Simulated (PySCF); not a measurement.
Spinor energies of Zn⁴⁺ (zinc, charge +4)

Start: [Ar] 3d8; 3d3/2 filled at m_j = -3/2, -1/2, +1/2, +3/2; 3d5/2 filled at m_j = -1/2, +1/2, +3/2, +5/2. Calculated with PySCF 2.14 in x2c-TZVPall-2c: generalised Hartree-Fock with the X2C-1e Hamiltonian and a Gaussian nucleus; one run each with spin-orbit coupling (SO) switched off, then screened by Boettger's factors.

| spinor shell | electrons | ε, spin-free (eV) | ε, screened SO (eV) | weight of nominal j (screened SO) | rms radius, screened SO (bohr) |
| --- | --- | --- | --- | --- | --- |
| 1s1/2 | 2 | -9797.7 | -9797.5 | 1.000 | 0.0580 |
| 2s1/2 | 2 | -1302.4 | -1302.3 | 1.000 | 0.244 |
| 2p1/2 | 2 | -1133.7 | -1150.6 | 0.999 | 0.217 |
| 2p3/2 | 4 | -1133.7 | -1125.4 | 0.999 | 0.220 |
| 3s1/2 | 2 | -223.45 | -223.42 | 1.000 | 0.720 |
| 3p1/2 | 2 | -170.36 | -175.22 | 0.848 | 0.748 |
| 3d3/2 | 4 | -87.066 | -87.050 | 0.679 | 0.854 |
| 3d5/2 | 4 | -87.066 | -87.104 | 0.722 | 0.854 |

(1) Where does 3p3/2 lie, and what is the 3p spin-orbit splitting (screened SO)?

| quantity | spin-free | screened SO |
| --- | --- | --- |
| E (hartree) | -1789.85985 | -1789.91972 |
| M_J | 4 | 4 |
| ⟨J²⟩ | 20.003 | 20.003 |
| ⟨L²⟩ | 12.002 | 12.015 |
| ⟨S²⟩ | 2.001 | 2.000 |

Each row is a mean over spinors that exchange with the open shell spreads, by up to 12.757 eV (3p3/2).

Rows whose weight is well below 1 are mixtures of j = l ± 1/2: exchange outweighs spin-orbit coupling there, and the label is only the starting occupation.

Without spin-orbit coupling the j labels of p, d and f shells carry no meaning; the spin-free column gives the mean over the occupied spinors of each nl shell.

## Answers

(1) At -167.95 eV, 7.270 eV above 3p1/2.
